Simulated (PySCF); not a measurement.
A GIAO shielding run with PySCF 2.14.0 with density-fitted response routines (density fitting, non-relativistic, gas phase) on SMILES O=CO[C@@H]1[C@H](F)C[SiH2][C@H]1F, C$_{5}$H$_{8}$F$_{2}$O$_{2}$Si:

```
$ OMP_NUM_THREADS=1 python probes_run.py task.json out

{"job": {"kind": "nmr", "xc": "PBE0", "basis": "pcSseg-1"}, "charge": 0, "multiplicity": 1}
O      2.808970    -0.322350    -1.447366
C      2.893286    -0.034754    -0.289592
O      1.902032     0.029808     0.579012
C      0.597392    -0.299226     0.095310
C     -0.047002     0.873972    -0.652191
F     -0.064635     1.969034     0.193179
C     -1.483171     0.494063    -0.983148
Si    -2.105908    -0.337952     0.620492
C     -0.313649    -0.677745     1.255226
F     -0.124427    -2.008963     1.585468
H      3.834042     0.215706     0.226682
H      0.685867    -1.142199    -0.602033
H      0.548068     1.171949    -1.522757
H     -1.483591    -0.185193    -1.833731
H     -2.033199     1.385437    -1.276373
H     -2.802894     0.582484     1.513596
H     -2.793568    -1.603112     0.385934
H     -0.026370    -0.104640     2.140637
```

Hardware: 1 thread of an Arm Neoverse V1, shared host. The job also computes population analyses, field gradients, ring-centre shieldings.

Question: How large is the calculation?

Answer: 86 electrons, 217 basis functions and 1148 auxiliary functions.

Question: How long does it take, and how much memory does it need?

Answer: 50 s of wall time, with 15 SCF cycles and 5 response iterations; peak memory 1 GiB. Times on a shared host scatter by some tens of per cent.
